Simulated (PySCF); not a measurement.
Relaxed structures of BH$_{3}$S$_{2}$O, closed shell (PBE0-D4/def2-TZVP; forces vanish, vibrations not checked; lower isomers may exist, and structures with a doubtful reference or unclear bonds are left out; Å). PySCF 2.14 with density fitting (its default auxiliary sets; JK sets also for MP2 and CCSD(T)); basis: def2-TZVPP; cores frozen in the correlated methods.

Rank them by CCSD(T) energy, lowest first, and give each one's height above the lowest. Links in brackets join atoms within 1.22 times the sum of their covalent radii (1.1 for two metals). (An estimate is asked for; the value comes from the calculation.)
A.
BH₃S₂O ([O][SH][BH][SH])
```
7
angstrom
B -0.0387 0.2569 0.0576
S -0.3541 1.2315 -1.3739
O 1.3120 -1.5423 -1.5806
S 0.7547 -1.3862 -0.2126
H -0.9931 2.2275 -0.7356
H -0.3639 0.5241 1.1712
H 1.7415 -1.0263 0.6845
```
B.
BH₃S₂O ([OH2][B]([S])[SH])
```
7
angstrom
B 0.2170 0.2662 -0.2290
S -0.2947 1.4524 -1.3058
O -0.8947 -0.0274 0.9109
S 1.6008 -0.8462 0.1261
H -1.6133 0.5308 0.5437
H -1.1815 -0.9506 0.9860
H 2.2584 -0.5392 -1.0008
```
C.
BH₃S₂O ([BH2][S][O][SH])
```
7
angstrom
B -1.2886 0.6202 0.4730
S -0.2489 0.6882 -0.9152
O 0.5191 -0.8024 -1.0192
S 1.6362 -1.1959 0.1418
H -1.9293 1.6156 0.6264
H -1.3345 -0.3294 1.1880
H 2.6977 -0.5579 -0.3977
```

The calculation gives: B (0.0 kJ/mol), A (194.0 kJ/mol), C (268.3 kJ/mol). Heights count from the lowest.

T1 diagnostic: at most 0.019.

For scale, one of the runs: CCSD(T)/def2-TZVPP, 188 basis functions, launched by `OMP_NUM_THREADS=2 python run.py`. The run took 3.1 min on 2 CPU threads of an Intel Xeon 6975P-C (shared host), with 2 GiB of host memory at its peak.
